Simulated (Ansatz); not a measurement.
`[F][GaH][SeH]` and `[F][Ga]([SH])[SeH]` differ in one atom or group.

Ansatz, PBE0-D4/def2-TZVP geometries, multiplicity 1. Each molecule was computed in one conformer, which needn't be the lowest.

Scalar relativity is left out up to krypton.

```
                                                                                  property  `[F][GaH][SeH]`
ideal-gas entropy at 298 K and 1 bar (rigid rotor, harmonic PBE0-D4/def2-TZVP) / J/(mol·K)              317
                                                         LUMO energy (PBE/def2-TZVPP) / eV            -2.07
                                        size of the dipole moment (ωB97M-V/def2-TZVPP) / D             2.49
                                            size of the dipole moment (PBE/def2-TZVPP) / D             2.37
                                                        HOMO energy (PBE0/def2-TZVPP) / eV            -7.68
                                                     LUMO energy (ωB97M-V/def2-TZVPP) / eV             0.38
```

Give the same properties after the change, and the shifts. (Estimate.)

Computed: 
| property | `[F][Ga]([SH])[SeH]` | shift |
| --- | --- | --- |
| ideal-gas entropy at 298 K and 1 bar (rigid rotor, harmonic PBE0-D4/def2-TZVP) / J/(mol·K) | 364 | 47 |
| LUMO energy (PBE/def2-TZVPP) / eV | -2.20 | -0.13 |
| size of the dipole moment (ωB97M-V/def2-TZVPP) / D | 1.56 | -0.93 |
| size of the dipole moment (PBE/def2-TZVPP) / D | 1.51 | -0.86 |
| HOMO energy (PBE0/def2-TZVPP) / eV | -7.68 | 0.00 |
| LUMO energy (ωB97M-V/def2-TZVPP) / eV | 0.55 | 0.17 |

The zero-point energy changes by 7.2 kJ/mol with +3 modes. Dipoles are sizes alone; their direction can turn.

Spin–orbit coupling is left out; it splits and shifts lone-pair levels of the heavy atoms by tenths of an eV.
